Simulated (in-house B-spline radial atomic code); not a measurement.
Checks on a self-consistent run for Mo4+, [Ar] (3d3/2)4 (3d5/2)5 4s2 4p6 (4d3/2)2 (7g9/2)1. Computed with a B-spline radial code for spherical atoms: Dirac-Hartree-Fock, average of the jj configuration, Fermi nucleus of rms radius 4.4091 fm.

```tsv
orbital	q	ε (Eh)	<1/r>	<r²>	small-component weight
1s1/2	2	-742.86690	43.5506	0.00166805	0.023471
2s1/2	2	-110.67633	9.9422	0.0276568	0.0048404
2p1/2	2	-101.78236	9.87897	0.0210087	0.00481
2p3/2	4	-97.77935	9.41612	0.0223277	0.0046587
3s1/2	2	-22.55756	3.44128	0.204272	0.0013212
3p1/2	2	-19.15537	3.33796	0.20201	0.0012649
3p3/2	4	-18.37163	3.22395	0.211552	0.0012219
3d3/2	4	-12.46808	3.03599	0.194919	0.0011046
3d5/2	5	-12.29344	3.00341	0.198364	0.0010899
4s1/2	2	-5.38393	1.28233	1.25902	0.00030896
4p1/2	2	-4.28548	1.18209	1.45237	0.0002712
4p3/2	4	-4.06701	1.15474	1.50629	0.00026366
4d3/2	2	-2.54081	0.940596	2.19658	0.00018637
7g9/2	1	-0.25586	0.103105	180.714	6.9371e-06
```

Electron-electron repulsion V_ee = 1422.8279 hartree.

Question: What total energy follows from the eigenvalues?

Answer: The eigenvalues count the repulsion twice, so E = Σqε - V_ee = -2610.965 - 1422.828 = -4033.793 hartree; the run printed -4033.793.

Question: Does the Dirac virial theorem hold?

Answer: For a point nucleus E = -2c²Σq·w, with w the small-component weight. Here Σq·w = 0.1074 and c = 137.0360, so the ratio E/(-2c²Σq·w) is 1.000027; the finite nucleus accounts for the departure from 1.

Question: What diamagnetic shielding (Lamb formula) and susceptibility (Langevin formula) do the radii give?

Answer: σ = (α²/3)Σq<1/r> = 229.555/(3·137.036²) = 4074.7 ppm, and χ = -0.79199×10⁻⁶·Σq<r²> = -158.5×10⁻⁶ cm³/mol with Σq<r²> = 200.17 bohr². Both are non-relativistic formulas without the paramagnetism of open shells.
